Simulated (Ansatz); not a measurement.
Input file for Ansatz (a quantum-chemistry and plane-wave program): R-wB97X-V/def2-TZVPP on GeH4SSi (SMILES [SiH3][Ge][SH]), a point of a torsion scan.

Ansatz 0.2 input:
```yaml
crystal:
  periodic: [false, false, false]
  atoms:
    - {symbol: Si, position_ang: [0.99899249, -0.06740963, -0.00691038]}
    - {symbol: Ge, position_ang: [-0.57047106, 1.79218696, -0.12209284]}
    - {symbol: S, position_ang: [-2.38747060, 0.48403957, 0.03864952]}
    - {symbol: H, position_ang: [0.66482022, -1.30188906, -0.72569387]}
    - {symbol: H, position_ang: [2.34401666, 0.32371996, -0.45932202]}
    - {symbol: H, position_ang: [1.15511881, -0.44444415, 1.40836469]}
    - {symbol: H, position_ang: [-3.16286996, 1.38520341, 0.63540240]}
basis:
  gaussian:
    orbitals: def2-TZVPP
hamiltonian:
  xc: {name: wB97X-V}
scf: {lower_state_search: off}
```

Program output:

```
WARN ansatz: RAYON_NUM_THREADS=1 ignored (pool sized by the plan → 1); use --threads N
Functional definition: wB97X-V
these checks for a lower state are left out or cut short: stability, starts, cluster_reference, orbital_swaps, neighbouring_geometries, increment
integrals: 0.16 GiB planned
1207 factors; their error is unknown
integrals: 0.20 GiB planned
242 factors; integrals over basis functions are off by at most 1.4e-5 eV
mean field: 1.24 GiB planned
mean field evaluation 1: about -75287.4381 eV, gradient 2.0e1 eV
mean field evaluation 2: about -75288.0700 eV, gradient 2.0e1 eV
mean field evaluation 4: about -75288.6491 eV, gradient 1.2e0 eV
mean field evaluation 8: about -75288.6595 eV, gradient 4.1e-2 eV
mean field evaluation 16: about -75288.8470 eV, gradient 2.3e-4 eV
mean field -75288.84700931 eV, -2766.8140949787 hartree, gradient 4.4e-6 eV, S^2 0.000000; 0 other end points of the search recorded, 0 dependent functions left out
reference -75288.84700735 eV, -2766.8140949067 hartree; 33, 33 occupied and 155, 155 virtual orbitals, 1207 factors
Total energy: -75288.84700735 eV, -2766.8140949067 hartree
Checks for a lower state left out: stability, starts, cluster_reference, orbital_swaps, neighbouring_geometries, increment
```

The calculation finished and met its thresholds.

Cost: very roughly 9 core-seconds.
